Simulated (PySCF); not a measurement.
C₂H₅NOSi, SMILES N#CC[SiH2]O.

Geometry optimised at B3LYP-D3(BJ)/def2-SVP. The structure was generated by enumeration, and PubChem lists no compound with its InChIKey, so it may never have been made. The values are those of a single conformer.

Two levels are set side by side: PBE/def2-TZVP (PySCF) and r2SCAN/def2-TZVP (PySCF). Same geometry, gas phase. Differences are taken from unrounded values.

```
quantity                     r2SCAN
---------------------------  ------
orbital gap (eV)               7.12
highest occupied level (eV)   -7.82
lowest empty level (eV)       -0.70
dipole moment (D)              4.69
mean polarisability (bohr³)    55.3
```

**Question.** What does PBE give, and how far is it from r2SCAN? (Estimate from the structure and the level; the computed values follow.)

**Answer.** 
| quantity | PBE | PBE minus r2SCAN |
|---|---|---|
| orbital gap (eV) | 6.40 | -0.72 |
| highest occupied level (eV) | -7.56 | 0.26 |
| lowest empty level (eV) | -1.16 | -0.46 |
| dipole moment (D) | 4.57 | -0.12 |
| mean polarisability (bohr³) | 56.8 | 1.5 |

Rough cost on one machine, each run with all the roots and properties that it gave: r2SCAN against PBE about 4 times.
